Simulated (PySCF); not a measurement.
**SiPb⁺: from constants to spectrum**

UHF-CCSD(T) constants of SiPb⁺, ⁴Σ⁻ (quartet), unpaired electrons σ ↑, π ↑↑ (basis Si def2-SVP, Pb def2-SVP with ECP60; scalar-relativistic core potentials; PySCF 2.14; masses 27.9769 and 207.9766 u):

```
ωe              : 275.6 cm⁻¹
ωexe            : 1.16 cm⁻¹
Be              : 0.097431 cm⁻¹
αe              : 0.000494 cm⁻¹
D (centrifugal) : 4.87e-08 cm⁻¹
```

Problem. Give the vibrational terms G(v) and spacings up to v = 6.

Solution. G(v) = ωe(v+½) − ωexe(v+½)².

| v | G(v) (cm⁻¹) | G(v) − G(v−1) | Bv (cm⁻¹) |
| --- | --- | --- | --- |
| 0 | 137.5 |  | 0.09718 |
| 1 | 410.8 | 273.3 | 0.09669 |
| 2 | 681.8 | 271.0 | 0.09620 |
| 3 | 950.4 | 268.6 | 0.09570 |
| 4 | 1216.7 | 266.3 | 0.09521 |
| 5 | 1480.7 | 264.0 | 0.09471 |
| 6 | 1742.4 | 261.7 | 0.09422 |

Correlated steps freeze 9 core orbitals. Spin–orbit coupling is left out, which matters for elements this heavy, above all for dissociation energies. The state is the lowest determinant that a PBE0 search found; another state may lie lower at other levels.
